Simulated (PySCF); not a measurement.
## Ho (holmium, neutral) across methods

[Xe] 4f11 6s2, one real determinant. Computed with PySCF 2.14 in cc-pVTZ-X2C (10s9p7d5f3g1h, 145 functions), with the spin-free X2C one-electron Hamiltonian (Gaussian nucleus).

```tsv
method	E (hartree)	mean ε 6s α (eV)	mean ε 6s β (eV)	mean ε 4f β (eV)	Σ⟨r²⟩ (bohr²)	⟨S²⟩
PBE	-12615.80	-3.823	-3.737	-2.264	76.75	3.754
UHF	-12611.24608	-5.197	-5.118	-11.726	81.49	3.756
LDA	-12607.06	-3.973	-3.890	-2.280	75.70	3.754
PBE0	-12615.61	-4.327	-4.246	-4.692	77.19	3.754
```

Problem. Estimate the same row for r2SCAN.

Solution. E (hartree) = -12615.99; mean ε 6s α (eV) = -3.916; mean ε 6s β (eV) = -3.801; mean ε 4f β (eV) = -2.445; Σ⟨r²⟩ (bohr²) = 77.41; ⟨S²⟩ = 3.755.

⟨L²⟩ = 34.01 against 42 for a pure I term, so this real determinant mixes terms. Spin-orbit coupling, absent here, splits the open shell strongly.
